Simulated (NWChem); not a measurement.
System: C5H4; SMILES C(#C)C=C=C

Computed with NWChem. Coordinates come from a B3LYP/6-31G* (spherical d) optimisation. B3LYP is NWChem's, with the RPA form of VWN correlation. Level: B3LYP/def2-SVP with COSMO at NWChem's default radii, gas-phase geometry; rows give the dielectric constant.

```csv
dielectric constant,electrostatic solvation energy (kcal/mol),dipole in solution (D)
1.5,-1.1,0.80
2.4,-2.1,0.89
7.6,-3.2,1.02
11.7,-3.4,1.04
20.7,-3.5,1.06
```
